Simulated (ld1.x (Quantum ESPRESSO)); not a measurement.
# P (Z = 15): excitation energies, all-electron against PAW

```
Element                 : phosphorus (P)
Generator               : ld1.x (Quantum ESPRESSO) 7.5
Type                    : PAW
Functional              : LDA (PZ)
Relativity              : non-relativistic
Frozen core             : [Ne]
Valence charge          : 5
Reference configuration : 3s1.5 3p3.5
Partial waves           : 3s (bound): rcut 1.50, rcutus 1.90 bohr; 3s channel at 1.4 Ry: rcut 1.50, rcutus 1.90 bohr; 3p (bound): rcut 1.80, rcutus 2.20 bohr; 3p channel at 1.45 Ry: rcut 1.80, rcutus 2.20 bohr
Local potential         : all-electron potential smoothed inside 2.10 bohr (lloc = -1)
Core correction         : Bessel-smoothed model core, default radius (core density twice the valence density)
Augmentation charge     : PSQ, inside the norm-conserving radii
```

Energies are relative to the spin-unpolarised reference configuration 3s1.5 3p3.5; without spin polarisation the order of configurations can differ from experiment. Spin-polarised rows fill each open shell by Hund’s rule, majority spin first.

```tsv
valence configuration	charge	ΔE all-electron (eV)	error AE − PS (meV)
3s2 3p3	0	-4.185	0.0
3s2 3p1	+2	24.909	-7.6
3s2 3p0	+3	54.814	-40
3s1 3p0	+4	106.878	-145
3s2 3p3.3	-0.3	-5.525	-0.1
3s1.5 3p3.5 (spin-polarised)	0	-1.622	-0.6
3s2 3p3 (spin-polarised)	0	-5.695	-0.1
```

Q: What are ΔE and the potential's error for 3s1 3p4?

A: ΔE = 4.222 eV all-electron; the error (AE − PS) is -0.1 meV.

Q: What are ΔE and the potential's error for 3s2 3p2?

A: ΔE = 5.648 eV all-electron; the error (AE − PS) is -0.4 meV.

Levels in the configuration 3s2 3p3.3:

```tsv
level	all-electron (eV)	pseudo (eV)
3s	-11.512	-11.512
3p	-3.348	-3.348
```
